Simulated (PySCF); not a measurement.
Isotope clusters of molecular radical cations, worked from isotope masses and abundances (centroid m/z, relative intensity):

1. 116.0621 (100.0), 117.0654 (9.8), 118.0688 (0.4)
2. 117.9717 (100.0), 118.9725 (7.4), 119.9702 (4.3)
3. 150.0287 (100.0), 151.0321 (6.6), 152.0341 (0.4)
4. 106.0413 (100.0), 107.0447 (7.7), 108.0470 (0.5)
5. 143.9219 (4.5), 145.9217 (100.0), 146.9252 (1.2)

Lines and terms under 0.3 % are left out. Candidates, as SMILES:
A. `C#CCC1=CC(=C)C1=C`
B. `O=C1O[SiH2]OC1=O`
C. `[H][In]([H])([H])<-[C-]#[O+]`
D. `C#CCC#CC(C)=O`
E. `FC(F)(F)OC1=CCC=C1`

Task: Match clusters and compounds, and give each formula.

Result: 
1 = A, C9H8, monoisotopic mass of the neutral 116.0626 u; relative to that species, one 13C gives 9.7 % at +1.
2 = B, C2H2O4Si, monoisotopic mass of the neutral 117.9722 u; relative to that species, one 29Si gives 5.1 % at +1, one 13C gives 2.2 % at +1, one 30Si gives 3.3 % at +2 and one 18O gives 0.8 % at +2.
3 = E, C6H5F3O, monoisotopic mass of the neutral 150.0292 u; relative to that species, one 13C gives 6.5 % at +1.
4 = D, C7H6O, monoisotopic mass of the neutral 106.0419 u; relative to that species, one 13C gives 7.6 % at +1.
5 = C, CH3InO, monoisotopic mass of the neutral 145.9223 u; relative to that species, one 113In gives 4.5 % at -2 and one 13C gives 1.1 % at +1.

Task: What is the mean mass of the whole cluster 4, and how does it compare with the molar mass?

Result: 106.122 u over all lines, faint ones too (the ion lacks one electron, 0.0005 u); standard atomic weights give 106.124 g/mol for C7H6O.

Task: Give the exact less the nominal mass of each, in mDa.

Result: C9H8 +62.6, C2H2O4Si -27.8, CH3InO -77.7, C7H6O +41.9, C6H5F3O +29.2 (neutral, monoisotopic).

Abundances used (%; other tables differ somewhat): 12C 98.93, 13C 1.07; 1H 99.9885, 2H 0.0115; 16O 99.757, 17O 0.038, 18O 0.205; 28Si 92.2297, 29Si 4.6832, 30Si 3.0872; 113In 4.29, 115In 95.71.

Isomers would give the same cluster, so the cluster fixes the formula at best.

Masses and patterns are calculated from tabulated isotope masses and abundances.
